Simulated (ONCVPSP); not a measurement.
# Transferability test, ONCV potential for Zn (Z = 30)

zinc (Zn), optimised norm-conserving Vanderbilt (ONCV), made with ONCVPSP 4.0.1 (LDA (Perdew-Wang 92), scalar-relativistic). Core [Ne], reference 3s2 3p6 3d10 4s1.5 (charge +0.5). Waves: 3s+4s: rc 0.90 bohr, ncon 3, nbas 6, qcut 17.8 1/bohr, 2 projectors; 3p: rc 0.95 bohr, ncon 4, nbas 9, qcut 15.6 1/bohr, 1 projector; 3d: rc 1.25 bohr, ncon 3, nbas 7, qcut 12.1 1/bohr, 2 projectors, debl 3.5 Ha. Local part: polynomial inside 0.60 bohr (lpopt 5, dvloc0 -1 Ha). Core correction: Teter function, fcfact 2.75, rcfact 1.15.

Energies are relative to the spin-unpolarised reference configuration 3s2 3p6 3d10 4s1.5; without spin polarisation the order of configurations can differ from experiment.

```json
{"valence configuration": "3s2 3p6 3d10 4s1", "charge": "+1", "ΔE all-electron (eV)": "6.109", "error AE − PS (meV)": "+0.1"}
{"valence configuration": "3s1 3p6 3d10 4s2", "charge": "+1", "ΔE all-electron (eV)": "133.397", "error AE − PS (meV)": "-159"}
```

(1) What are ΔE and the potential's error for 3s2 3p6 3d10 4s0?

(2) What are ΔE and the potential's error for 3s2 3p6 3d10 4s2?

Answers

(1) ΔE = 24.872 eV all-electron; the error (AE − PS) is +5.0 meV.

(2) ΔE = -4.075 eV all-electron; the error (AE − PS) is +0.5 meV.
